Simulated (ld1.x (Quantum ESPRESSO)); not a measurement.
What one change does to a pseudopotential (antimony, TM)

Sb (Z = 51), norm-conserving Troullier–Martins (Kleinman–Bylander form), made with ld1.x (Quantum ESPRESSO) 7.5 (PBE, scalar-relativistic). Core [Kr] 4d10, reference 5s1.5 5p3.5. Waves: 5s (bound): rc 1.40 bohr; 5d channel at -0.15 Ry: rc 2.05 bohr; 5p (bound): rc 2.30 bohr. Local part: the p channel. Core correction: a·sin(br)/r model core inside 1.40 bohr.

All-electron outer shells of the reference configuration (PBE, scalar-relativistic, ld1.x):

| shell | level (eV) | outermost node (bohr) | outermost maximum (bohr) |
| --- | --- | --- | --- |
| 4p | -102.53 | 0.39 | 0.76 |
| 4d | -34.22 | 0.38 | 0.84 |
| 5s | -13.24 | 0.95 | 1.88 |
| 5p | -5.12 | 1.04 | 2.32 |

Change: all radii but the core radius scaled by about 0.84 (s 1.18, p 1.92, d 1.72 bohr).

Cutoffs: the cutoffs (Ry, on a coarse ladder) from which the occupation-weighted sum of valence levels, in a spherical-Bessel basis at the reference potential, stays within 10 and 1 mRy of its value at 400 Ry; they do not see the model core or the augmentation charge, which bear on the density cutoff. Errors are all-electron minus pseudo energies relative to the spin-unpolarised reference configuration.

Problem. Predict the effect on cutoff, ghosts and configuration errors.

Solution. The bound ghosts move from d to d, s; the number of tests that count goes from 7 to 6; of the 6 tests that both files solve, the error grows in 3 and shrinks in 2 by more than 15 % and 0.3 meV (median size 10.7 → 10.4 meV).

```csv
quantity,base,changed
"cutoff, loose",40 Ry,180 Ry
"cutoff, tight",160 Ry,over 300 Ry
loose cutoff by channel (10 mRy a level),"s 40 Ry, p 10 Ry","s 160 Ry, p 8 Ry"
bound ghosts,d,"d, s"
"tests counted (converged, no solver errors)",7 of 7,6 of 7
"error for 5s2 5p3, meV [ΔE -4.03 eV]",-4.9,-7.0
"error for 5s2 5p2, meV [ΔE 4.29 eV]",-8.3,-11
"error for 5s2 5p1, meV [ΔE 20.26 eV]",-29,-13
"error for 5s2 5p2.5, meV [ΔE -0.77 eV]",-5.8,-8.3
"error for 5s0 5p5, meV [ΔE 12.40 eV]",-55,-62
"error for 5s1 5p3, meV [ΔE 13.02 eV]",-13,-10
```

Changed file: Tests not counted: 5s1 5p0 (solver errors, printed error -6.8 eV). A true bound ghost makes a file unfit for plane-wave use even where its test errors are small: the radial tests pick states by their node count and pass the ghost by. Where a test does run into it, the solver fails or the error is huge.
